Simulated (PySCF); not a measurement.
# Structure elucidation problem

The spectra below were simulated for a compound C4H10F2Si2.

¹H NMR (400 MHz, computed): δ 7.12 (m, 1H), 6.10 (m, 1H), 4.59 (m, 2H), 4.33 (s, 3H), 0.30 (t, 3H).

¹³C{¹H} NMR (computed): δ 157.2 (C), 155.5 (CH), 128.2 (CH), -6.7 (CH3).

PySCF calculation with PBE0/pcSseg-1 with gauge-including orbitals and GFN2-xTB geometry; one conformer, non-relativistic Hamiltonian, gas phase, rapidly exchanging positions averaged.

Shifts are taken against calculated references (same method and geometry level): ¹H and ¹³C against TMS.

Which candidate is it?
A. C[Si@@H]1C[SiH2][C@@H]1C(F)F
B. C[SiH2]/C=C(\[SiH3])C(F)F
C. C[Si@@H]1C[SiH2][C@H]1C(F)F
D. C[SiH2]/C(=C\[SiH3])C(F)F
E. C[SiH2]/C(=C/[SiH3])C(F)F
F. C[SiH2]/C=C(/[SiH3])C(F)F

Answers

B. 

The formula gives 1 degree of unsaturation (no ring in the answer). 4 carbon signals for 4 carbons: no two carbons are equivalent. Carbon types of the structure: 1 × C, 2 × CH, 1 × CH3, leaving 5 H on heteroatoms. δC 157.2: fully substituted alkene carbon; an sp2 carbon of a C=C bond. δC 155.5: alkene CH; as expected for a trigonal carbon in a double bond. δC 128.2: allylic sp3 CH bonded to 2 F; 2 electronegative neighbours deshield it. δC -6.7: methyl carbon bonded to Si; an electropositive neighbour leaves it electron-rich and shielded. δH 0.30: hydrogen on a methyl carbon bonded to Si; an electropositive neighbour shields it, as in TMS itself.

The others: C[SiH2]/C(=C/[SiH3])C(F)F has carbons computed at 171.7, 151.7, 122.2, -3.9; C[Si@@H]1C[SiH2][C@@H]1C(F)F would give 8 signals for carbon-bound and other non-exchanging H, not 5; C[SiH2]/C(=C\[SiH3])C(F)F has carbons computed at 165.2, 143.4, 122.3, -5.7; C[SiH2]/C=C(/[SiH3])C(F)F has carbons computed at 164.6, 156.7, 122.0, -7.5; C[Si@@H]1C[SiH2][C@H]1C(F)F would give 8 signals for carbon-bound and other non-exchanging H, not 5.

Splittings by ¹⁹F in the carbon and heteronuclear signals aren't shown, as no couplings were computed. Shifts are as computed. Against solution values, carbons near 30 ppm lie about +3 ppm off and those near 130 ppm about +5 ppm. Of 1211 compounds with measured shifts, 218 miss one by over three times the rms of a fit or turn the order of signals round; such compounds aren't used in these exercises. Multiplicities follow the n + 1 count of equivalent neighbours, as no J values were calculated; m marks all less simple cases, F and P coupling included.
